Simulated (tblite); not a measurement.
A tight-binding relaxation on `F[C@@](Cl)(CCl)C[C]=S` [radical].

Computed with GFN2-xTB geometry optimisation, gas phase (tblite 0.8.0). Start geometry: from a force field or distance geometry. The command runs a driver script over a list of jobs; the input below is this job's line of settings and its coordinates in Å.

Command:
```bash
OMP_NUM_THREADS=1 python probes_run.py task.json out
```

Input:
```
{"job": {"kind": "relax", "xc": "GFN2-xTB", "basis": "xTB"}, "charge": 0, "multiplicity": 2}
F      0.226500     0.937000    -1.564000
C     -0.354500     0.642400    -0.364600
Cl    -1.450700     1.995400     0.044600
C     -1.147900    -0.651300    -0.540600
Cl    -1.874200    -1.277200     0.981900
C      0.760300     0.591900     0.690100
C      1.732700    -0.478600     0.422400
S      2.914200    -1.799900     0.110200
H     -0.506400    -1.455000    -0.937200
H     -1.959900    -0.517600    -1.253100
H      1.307800     1.542900     0.679900
H      0.353300     0.469200     1.704400
```

Output:
```
step      E/eV     max force
  0    -749.47698    6.516
  1    -750.25677    3.511
  2    -750.32499    6.201
  3    -750.50690    0.896
  4    -750.53450    0.564
  5    -750.55554    0.487
  6    -750.56288    0.304
  7    -750.57021    0.145
  8    -750.57222    0.126
  9    -750.57470    0.120
... (30 lines left out)
 40    -750.81868    0.068
 41    -750.81895    0.038
 42    -750.81910    0.037
 43    -750.81922    0.041
 44    -750.81934    0.032
 45    -750.81944    0.025
 46    -750.81949    0.020
 47    -750.81951    0.014
 48    -750.81953    0.012
 49    -750.81954    0.009
```

«max force» is the largest atomic force in eV/Å.

Task: From which step on does the largest force stay under 0.1 eV/Å, and how much energy is left to gain from there?

Result: From step 36 (0.093 eV/Å), 2.4 meV above the end.

Summary of the converged run: energy lowered by 31.0 kcal/mol over 49 steps; largest atomic force 0.009 eV/Å at the end.

Time: 0.41 s of wall time. Hardware: an Arm Neoverse V1 with one thread, on a shared host.
Labels such as C1 count atoms from 1, the log's own numbers from 0.
